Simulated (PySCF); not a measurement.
**Electron correlation in Te⁻ (tellurium, charge -1)**

Starting occupation: [Kr] 4d10 5s2 5p5, 5p1/2 with m_j = -1/2, +1/2, 5p3/2 with m_j = -1/2, +1/2, +3/2. Calculation: PySCF 2.14, in x2c-SVPall-2c with one added diffuse shell each of s, p type (7s9p4d, 54 functions); X2C-1e with screened-nucleus spin-orbit coupling, Gaussian nucleus. Frozen: [Ar] 3d10; 25 electrons correlated; the 6 highest virtual spinors left out.

MP2 pair energies summed by pair of shells (mhartree):

```json
{"pair": "5p-5p", "energy": "-49.87", "share (%)": "35.4"}
{"pair": "5p-5s", "energy": "-24.72", "share (%)": "17.5"}
{"pair": "4d-4p", "energy": "-16.99", "share (%)": "12.1"}
{"pair": "4d-4d", "energy": "-12.52", "share (%)": "8.9"}
{"pair": "4d-5p", "energy": "-10.89", "share (%)": "7.7"}
{"pair": "4p-4p", "energy": "-9.64", "share (%)": "6.8"}
{"pair": "5s-5s", "energy": "-5.11", "share (%)": "3.6"}
{"pair": "4d-5s", "energy": "-3.87", "share (%)": "2.7"}
{"pair": "4p-5p", "energy": "-2.34", "share (%)": "1.7"}
{"pair": "4d-4s", "energy": "-1.97", "share (%)": "1.4"}
{"pair": "4p-4s", "energy": "-1.16", "share (%)": "0.8"}
{"pair": "4p-5s", "energy": "-1.03", "share (%)": "0.7"}
{"pair": "4s-4s", "energy": "-0.42", "share (%)": "0.3"}
{"pair": "4s-5p", "energy": "-0.19", "share (%)": "0.1"}
{"pair": "4s-5s", "energy": "-0.17", "share (%)": "0.1"}
```

Total MP2 correlation energy: -140.89 mhartree.

The GHF reference relaxed away from the jj start to a determinant that is no pure jj level (⟨S²⟩ = 0.78, ⟨J²⟩ = 3.76); the energies belong to that determinant.

This basis was not built for core-valence correlation, so the inner-shell part is incomplete.
